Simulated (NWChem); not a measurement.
Molecule: SiH4SO2; SMILES O[SiH](S)O

```xyz
8

Si     0.0125    -0.4610    -0.3714
O      1.2576    -1.3298     0.2677
O     -1.4011    -1.0482     0.2574
S      0.0415     1.6275     0.1389
H      0.1519    -0.6267    -1.8377
H      1.3296    -1.3401     1.2276
H     -2.1965    -0.5241     0.1254
H      1.0237     1.9285    -0.7385
```
Atoms are numbered in this order, from 1.

Program: NWChem. Structure relaxed at the PBE0/def2-SVP level.

Question: Predict the results for PBE/def2-TZVPP. Quantities: highest occupied level (eV); orbital gap (eV); dipole (D).

Answer: The highest occupied level (eV) comes out as -6.40 and the orbital gap (eV) comes out as 5.68. The dipole (D) comes out as 0.79.
